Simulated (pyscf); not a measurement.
`[O]=[AlH]` → `[OH][Al]` [singlet], a hydrogen shift (singlet surface; Al–H broken, H–O formed). PySCF, gas phase, ωB97X-D3(BJ)/def2-SVP geometries. Correlated levels are frozen-core, on RHF or UHF. ΔMP2 is the change of the MP2 total energy from the triple- to the quadruple-zeta basis. Energies in kJ/mol from the reactant's lowest minimum found.

GFN2-xTB: tblite. 

Question: Quick GFN2-xTB single points give ΔE‡ = 241.6 kJ/mol and ΔE = +2.7 kJ/mol. What does CCSD(T)/def2-TZVPP + ΔMP2(QZVPP) give, and how far is the quick result from it?

Answer: CCSD(T)/def2-TZVPP + ΔMP2(QZVPP) gives ΔE‡ = 164.5 kJ/mol and ΔE = -170.3 kJ/mol. GFN2-xTB lies 77.1 kJ/mol over it in the barrier and 172.9 kJ/mol over it in the reaction energy, so on this step it does not hold to within 12.6 kJ/mol. CCSD(T)/def2-TZVPP + ΔMP2(QZVPP) has limits of its own. A restricted solution here is unstable towards spin polarisation, so biradical character is likely and single-reference numbers are less safe. The CCSD(T) − MP2 part came from Ansatz, without density fitting, on the same reference. The largest closed-shell T1 diagnostic is 0.035, which may signal static correlation.
